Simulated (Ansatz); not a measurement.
`C=CN(C)[SiH2]Cl` + `F[SiH](F)S` → `F[SiH](F)S[SiH2]Cl` + `C=CNC`  (ligand exchange at the Si–N bond)

Isolated molecules relaxed with PBE0-D4/def2-TZVP in Ansatz; ΔE leaves out vibrations. CCSD(T)/CBS adds triple-zeta CCSD(T) − MP2 to the extrapolated MP2 energy (def2 sets, frozen cores). DFT in def2-TZVPP. B3LYP here is the variant with VWN-RPA as its local correlation; programs differ in this. HSE06 is defined as in plane-wave codes. One conformer a species, not always the lowest.

Problem. Is it downhill or uphill in electronic energy at CCSD(T)/CBS, and by how much? (Estimate.)

Solution. Computed: Uphill: ΔE = +0.10 eV.

Problem. What do these levels give: revPBE-D4, r2SCAN-D4, HSE06-D4, BHLYP-D4, revPBE, B3LYP, r2SCAN0, HF/def2-TZVPP, SCS-MP2/def2-TZVPP, CCSD/def2-TZVPP, HF/def2-QZVPP, MP2/CBS(def2)? (Best estimate.)

Solution. The calculation gave: revPBE-D4 -0.01, r2SCAN-D4 0.02, HSE06-D4 -0.01, BHLYP-D4 0.07, revPBE -0.08, B3LYP 0.05, r2SCAN0 0.02, HF/def2-TZVPP 0.08, SCS-MP2/def2-TZVPP 0.15, CCSD/def2-TZVPP 0.15, HF/def2-QZVPP 0.09, MP2/CBS(def2) 0.10 eV.

Largest T1 diagnostic among the species: 0.012.

In def2-TZVPP, CCSD(T) changes the Hartree–Fock value by +0.07 eV (the triples alone add −0.00 eV) and MP2 by +0.06 eV. Leaving LDA and LC-ωPBE aside and taking each functional with its dispersion term where it has one, the values, not all of them listed here, spread over 0.14 eV, from PBE-D4 to CAM-B3LYP-D4. LDA lies +0.11 eV from PBE without D4. From BLYP to BHLYP (50 % exact exchange), in def2-TZVPP and without D4, ΔE moves by +0.05 eV.
